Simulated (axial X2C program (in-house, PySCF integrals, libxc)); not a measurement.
## FeH: properties at the nuclei

Computed with an axial X2C code built on PySCF integrals: two-component X2C with atomic mean-field Coulomb and Gaunt terms, Gaussian nuclei, basis Fe dyall-cv3z, H dyall-v3z with contracted cores.

R = 1.562 Å (near the PBE0 minimum at charge 0 of the determinant lowest at the starting distance; the state shown can have its own minimum elsewhere).

Input and command:
```json
{"zs": [26, 1], "q": 0, "bas": ["dyall-cv3z", "dyall-v3z"], "r0": 1.48, "levels": ["PBE0", "HF", "r2SCAN", "PBE", "PBE50"], "nst": 3}
```
```bash
python soeom.py task.json out
```

Keys: zs atomic numbers; q charge; bas basis sets; r0 starting distance in Å; levels methods; nst determinants followed.

Determinant lowest in the PBE0 search, Ω = 7/2 (⟨Sz⟩ = 1.50, ⟨Lz⟩ = 2.00 at PBE0), spin on the atoms Fe 1.54, H -0.04:

| level | Eeff magnitude (GV/cm) | Ws magnitude Fe (kHz) | A∥/gI Fe (MHz) | qzz Fe (a.u.) | A∥/gI H (MHz) | qzz H (a.u.) | μ (D) |
| --- | --- | --- | --- | --- | --- | --- | --- |
| PBE0 | 0.631 | 0.0613 | 206 | 0.57 | 0.144 | 0.10 | -2.53 |
| r2SCAN | 0.598 | 0.0593 | 244 | 0.51 | 0.0389 | 0.09 | -2.40 |
| PBE | 0.316 | 0.0294 | 271 | 0.75 | 0.486 | 0.09 | -2.31 |
| PBE50 | 1.24 | 0.128 | 141 | 0.51 | -1.99 | 0.11 | -1.65 |

Eeff is the effective electric field on the electron electric dipole moment in this Ω state and Ws the scalar–pseudoscalar constant of the nucleus named (defined with the proton number Z and per Ω); A∥ (defined per Ω) follows by multiplying with gI = μI/(I μN); qzz is the electric field gradient, eQq0 = 234.96 MHz × Q/barn × qzz; μ is positive if the H end (last atom) is positive. The operators were transformed with the bare-nucleus X2C matrices; with these basis sets, hyperfine constants and field gradients can be off by tens of per cent, and where levels differ in sign neither size nor sign is settled.

**Question.** With gI(57Fe) = 0.1809 (g factors from the IAEA table of nuclear moments by Stone), turn the PBE0 values of the first state into constants in MHz.

**Answer.** A∥(57Fe) = 206 × 0.1809 = 37.3 MHz.

Each state is one determinant with collinear spin, which with several unpaired electrons need not be a pure state. With several open shells hyperfine constants can be off by a factor of several. Where Eeff spreads by more than a factor of two the levels disagree and none is to be relied on. Left out as unconverged or as another state under the same occupation: HF in at least one table. States lie within half an eV, so the first need not be the ground state. Further determinants of the search, some of them spin-mixed, are not shown. Where a field gradient or hyperfine factor spreads by more than a factor of two over the levels, a constant derived from it is not to be relied on.
